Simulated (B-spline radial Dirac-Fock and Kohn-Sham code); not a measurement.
## Sb²⁺ 3s: cross section and angular parameters

System: antimony as Sb²⁺, [Kr] 4d10 5s2 5p1; threshold 948.5 eV (orbital energy of the model). Method: Dirac-Hartree-Slater photoionisation with a Latter tail; cross sections with all multipoles, angular parameters from the dipole term and its interference with E2. Computed with a radial atomic solver.

Input file task.json (cfg lists n, l and occupation; rrms is the nuclear radius in fm):

```json
{"items": [{
  "Z": 51,
  "q": 2,
  "cfg": [[1, 0, 2], [2, 0, 2], [2, 1, 6], [3, 0, 2], [3, 1, 6], [3, 2, 10], [4, 0, 2], [4, 1, 6], [4, 2, 10], [5, 0, 2], [5, 1, 1]],
  "A": 121,
  "rrms": 4.6802,
  "do": "xps",
  "hv": [53.9, 60, 80, 96.8, 200, 300, 399.0, 425.0, 432.0, 561.0, 600, 797.0, 946.0, 1020.0, 1730.0, 2660.0, 4000, 4050.0, 4730.0, 5200.0, 6140.0, 7210.0, 9251.7, 11200.0, 11300.0, 11900.0, 12000, 12700.0, 13800.0]
}]}
```

Run with: `python xray2_run.py task.json out`

For linearly polarised light dσ/dΩ = σ/(4π) [1 + β P₂(cos θ) + (δ + γ cos²θ) sin θ cos φ], with θ from the polarisation vector and φ the angle between the beam and the projection of the electron momentum on the plane normal to the polarisation.

| hν (eV) | σ (kb) | β | γ |
| --- | --- | --- | --- |
| 1020 | 76.3 | 1.981 | 0.812 |
| 1730 | 36.5 | 1.988 | 0.274 |
| 2660 | 18.1 | 1.990 | -0.003 |
| 4000 | 8.66 | 1.991 | -0.108 |
| 4050 | 8.46 | 1.991 | -0.108 |
| 4730 | 6.31 | 1.991 | -0.097 |
| 5200 | 5.27 | 1.991 | -0.077 |
| 6140 | 3.81 | 1.992 | -0.013 |
| 7210 | 2.76 | 1.992 | 0.085 |
| 9251.7 | 1.65 | 1.992 | 0.304 |
| 11200 | 1.10 | 1.991 | 0.522 |
| 11300 | ? | ? | ? |
| 11900 | 0.966 | 1.991 | 0.602 |
| 12000 | 0.948 | 1.991 | 0.613 |
| 12700 | 0.838 | 1.991 | 0.692 |
| 13800 | 0.698 | 1.991 | 0.816 |

Task: Give the values at 11300 eV.

Result: σ = 1.08 kb, β = 1.991, γ = 0.534. For an s subshell δ is negligible.
